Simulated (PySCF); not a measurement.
# Germanium: a sound run and one with changed settings

Sound run: Ge⁺ [Ar] 3d10 4s2 4p1, Ge²⁺ [Ar] 3d10 4s2. Computed with PySCF 2.14 in cc-pVTZ-DK, with the spin-free X2C one-electron Hamiltonian (Gaussian nucleus). The sound run starts from symmetry-adapted Hartree-Fock orbitals and uses a fine grid where one is needed.

A second run was set up differently.

| species | method | sound run (hartree) | changed run (hartree) | converged |
| --- | --- | --- | --- | --- |
| Ge⁺ | UHF | -2096.77952 | -2096.77952 | yes |
| Ge⁺ | B3LYP | -2098.48548 | -2098.48564 | yes |
| Ge⁺ | PBE | -2098.14418 | -2098.14633 | yes |
| Ge²⁺ | UHF | -2096.21923 | -2096.21923 | yes |
| Ge²⁺ | B3LYP | -2097.90320 | -2097.90336 | yes |
| Ge²⁺ | PBE | -2097.56503 | -2097.56710 | yes |

Ionisation energy of Ge⁺:

| method | sound run (eV) | changed run (eV) |
| --- | --- | --- |
| UHF | 15.246 | 15.246 |
| B3LYP | 15.845 | 15.845 |
| PBE | 15.760 | 15.762 |

(1) What was changed?
A. basis contracted for another Hamiltonian
B. radial grid too coarse
C. all electrons correlated in a valence basis
D. too few SCF iterations

## Answers

(1) B. It used radial step 0.3 in ln r (0.13 in the sound run). A coarse radial grid mis-integrates the density and the exchange-correlation energy, with errors of either sign; Hartree-Fock needs no grid.
